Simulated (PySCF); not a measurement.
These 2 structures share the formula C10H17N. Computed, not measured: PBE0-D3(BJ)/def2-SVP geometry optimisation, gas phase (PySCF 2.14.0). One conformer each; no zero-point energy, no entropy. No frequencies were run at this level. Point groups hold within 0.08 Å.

**Question.** Rank from lowest to highest electronic energy at this level (kJ/mol).
A. `[CH3:1][N:2]([CH3:3])[C:4]1=[C:5]=[CH:6][CH2:7][CH2:8][CH2:9][CH2:10][CH2:11]1` with C5–C6–C7–C8 -74°, C6–C7–C8–C9 61°, C7–C8–C9–C10 -78°, C8–C9–C10–C11 113°
B. `[CH3:1][N:2]([CH3:3])/[C:4]1=[CH:5]/[CH2:6][CH2:7]/[CH:8]=[CH:9]\[CH2:10][CH2:11]1` with C4–C5–C6–C7 -28°, C5–C6–C7–C8 -51°, C6–C7–C8–C9 84°, C8–C9–C10–C11 -26°

**Answer.** B (0.0), A (47.1).

As drawn, the higher has cumulated double bonds, which the lower lacks.

```json
{"SMILES": "CN(C)/C1=C/CC/C=C\\CC1", "E (Eh)": "-445.16918", "E rel (kJ/mol)": "0.0", "dipole (D)": "0.97", "point group": "C1", "A, B, C (MHz)": "1749, 843.9, 648.5"}
{"SMILES": "CN(C)C1=C=CCCCCC1", "E (Eh)": "-445.15125", "E rel (kJ/mol)": "47.1", "dipole (D)": "1.12", "point group": "C1", "A, B, C (MHz)": "1857, 775.9, 614.6"}
```
